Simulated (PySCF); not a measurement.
# F4GeH6N2: core ionisation energies

cis-Ge(NH3)2F4.
Bonds: Ge1–N2, Ge1–F6, Ge1–N7, Ge1–F11, Ge1–F12, Ge1–F13. Hydrogens: H3, H4, H5 on N2; H8, H9, H10 on N7.

The calculation used delta-SCF UKS SCAN, pcX-2 on the ionised atom, pcseg-1 elsewhere, spin-free X2C (PySCF). These are vertical core ionisation energies against the vacuum level, from separate self-consistent calculations with and without the core hole.

Problem. List the computed XPS lines with their assignment.

Solution. 
```csv
atom(s),bonded to,level,binding energy (eV),above the level's lowest (eV),count
N2/N7,3 H and Ge,N 1s,407.48,0.00,2
F6/F11,Ge,F 1s,690.60,0.00,2
F12/F13,Ge,F 1s,690.63,+0.03,2
```

The 2 F 1s values lie within 0.03 eV of each other; Gaussian lines of 0.5 eV full width would blend them into one maximum.

Problem. Which photon energy gives electrons from F 1s of F12/F13 a kinetic energy of 20 eV, and what is their de Broglie wavelength?

Solution. hν = 690.63 + 20 = 710.63 eV, recoil neglected; λ = 12.264 Å/√(E/eV) = 2.74 Å.

Problem. What is the longest wavelength that can ionise F 1s of F12/F13 vertically?

Solution. λ = hc/E = 12398.42 eV Å / 690.63 eV = 17.952 Å.

Atoms equivalent by their bonding share one computed value, that of the first of them. No level of germanium is listed. Geometry: PBE0-D3(BJ)/def2-SVP; no solvent, vibrations or thermal averaging.
